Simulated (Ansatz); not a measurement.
Cost and result for the atomization energy of `OB(O)[Se]C(F)(F)F` (10 atoms, 9 bonds).

Cartesian coordinates in Å:
```
O -0.507 -1.223 -0.937
B -0.937 0.055 -0.849
O -2.027 0.474 -1.531
Se -0.094 1.504 0.216
C 1.167 0.409 1.232
F 2.005 1.201 1.888
F 0.566 -0.382 2.121
F 1.906 -0.400 0.446
H 0.324 -1.420 -0.499
H -2.402 -0.218 -2.085
```

Total charge 0; spin multiplicity 1. Correlated methods include outer-core shells of Se, which these sets cover unevenly. Scalar relativity is left out up to krypton. The structure was optimised at the PBE0-D4/def2-TZVP level. It is one conformer, not always the lowest. Program: Ansatz. All runs use 2 threads of an AMD EPYC 7R13 on a shared host and a share of an NVIDIA H100 80 GB. Times are those of one run each, without the atoms' runs, and a repeat can differ threefold. Electronic energies, without spin–orbit coupling; frozen cores. CCSD(T)/CBS adds CCSD(T) − MP2 in def2-TZVPP to the MP2 limit, and its time is that of the two runs behind it. T1 = 0.012. With those shells the extrapolation isn't a true limit. B3LYP takes the VWN-RPA correlation (the form of Gaussian; ORCA's B3LYP/G).

CCSD(T)/CBS is a level of theory with its own doubt, some kJ/mol a heavy atom from the limit and from the frozen cores, so smaller differences don't rank the functionals.

```csv
level,functions,wall time
PBE-D4/def2-TZVPP (with forces),293,2 s
PBE0-D4/def2-TZVPP,293,2 s
r2SCAN-D4/def2-TZVPP (with forces),293,2.3 s
B2PLYP/def2-TZVPP,293,3.1 s
B3LYP-D4/def2-TZVPP (with forces),293,4.2 s
ωB97X-V/def2-TZVPP,293,5.5 s
MP2/def2-QZVPP,548,5.5 s
ωB97M-V/def2-TZVPP (with forces),293,7.5 s
CCSD(T)/def2-TZVPP,293,12 s
CCSD(T)/CBS(def2),–,18 s
```

What atomization energy does each give, and how far from CCSD(T)/CBS? (An estimate is asked.)

Ansatz gave: 
```
                             level  atomization (kcal/mol)  difference from CCSD(T)/CBS  per bond
   PBE-D4/def2-TZVPP (with forces)                  1023.7                         43.9       4.9
                PBE0-D4/def2-TZVPP                   982.9                          3.1       0.3
r2SCAN-D4/def2-TZVPP (with forces)                   990.8                         11.0       1.2
                 B2PLYP/def2-TZVPP                   966.4                        -13.4      -1.5
 B3LYP-D4/def2-TZVPP (with forces)                   972.3                         -7.5      -0.8
                ωB97X-V/def2-TZVPP                   981.9                          2.1       0.2
                    MP2/def2-QZVPP                  1014.8                         35.0       3.9
  ωB97M-V/def2-TZVPP (with forces)                   983.3                          3.5       0.4
                CCSD(T)/def2-TZVPP                   949.0                        -30.8      -3.4
                 CCSD(T)/CBS(def2)                   979.8                          0.0       0.0
```

In def2-TZVPP, CCSD(T) changes the Hartree–Fock value by +291.4 kcal/mol (the triples alone add +23.3 kcal/mol) and MP2 by +339.1 kcal/mol; breaking electron pairs costs correlation energy, which Hartree–Fock lacks. From PBE to PBE0 (25 % exact exchange), in def2-TZVPP and without D4, the atomization energy moves by −39.9 kcal/mol: exact exchange takes away binding that semilocal exchange gives to molecules. The D4 term adds +9.8 kcal/mol with B3LYP and +5.1 kcal/mol with PBE0; it sums over pairs of atoms, weighted by their polarisabilities, and B3LYP, whose exchange is more repulsive, gets the larger term.
